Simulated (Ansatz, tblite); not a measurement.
Removing and adding an electron: Au(CO)H (CHAuO). The state is a singlet with charge 0. Geometry: PBE0-D4/def2-TZVP. Ansatz, gas phase; energy differences of separate SCF runs; the oxidised species was run as a doublet alone; the reduced species was run as a doublet alone.

Cartesian coordinates in Å:
```
Au -0.7464 -0.0522 0.4284
C 0.9546 0.0676 -0.5483
O 1.9285 0.1365 -1.1076
H -2.1367 -0.1519 1.2276
```

In the def2 sets Au takes a core potential; there is no spin–orbit coupling. The xTB rows come from tblite. Correlated methods freeze 2 core orbitals; core or outer-core shells of Au are correlated, in sets that lack core-valence functions. HOMO above LUMO, or a gap near zero within one spin, warns that the state may not be the lowest or that an electron is smeared out.

```tsv
level	−HOMO (eV)	vertical IE (eV)	−LUMO (eV)	vertical EA (eV)	HOMO–LUMO gap (eV)	IE − EA (eV)	remarks
GFN1-xTB	10.93	14.94	8.74	4.81	2.19	10.12	–
GFN2-xTB	10.84	14.59	8.46	4.07	2.38	10.52	–
HF/def2-TZVPD	–	–	–	-0.57	–	–	–
HF/def2-TZVPP	–	8.86	–	–	–	–	–
PBE-D4/def2-TZVP	6.79	10.18	3.04	–	3.76	–	–
PBE-D4/def2-TZVPD	6.80	–	3.09	0.14	3.71	–	HOMO above zero (-1 doublet), gap within one spin near zero (-1 doublet)
r2SCAN-D4/def2-TZVP	7.03	10.19	2.85	–	4.18	–	–
r2SCAN-D4/def2-TZVPD	7.04	–	2.91	0.18	4.12	–	HOMO above zero (-1 doublet)
PBE0-D4/def2-TZVP	7.78	10.06	2.08	–	5.70	–	–
PBE0-D4/def2-TZVPD	7.79	–	2.13	0.15	5.65	–	HOMO above zero (-1 doublet)
MP2/def2-TZVPD	–	–	–	-0.25	–	–	–
MP2/def2-TZVPP	–	10.25	–	–	–	–	–
CCSD/def2-TZVPD	–	–	–	-0.19	–	–	–
CCSD/def2-TZVPP	–	9.93	–	–	–	–	–
CCSD(T)/def2-TZVPD	–	–	–	-0.18	–	–	–
CCSD(T)/def2-TZVPP	–	10.02	–	–	–	–	–
```

   A HOMO above zero means that the electron is unbound at that level or that self-interaction error raises the level; the energy of removing that electron tells which. Raw xTB energy differences between charge states are shifted by several eV; the methods need an empirical correction for them. A negative affinity means that the extra electron isn't bound; its size then hangs on the basis.
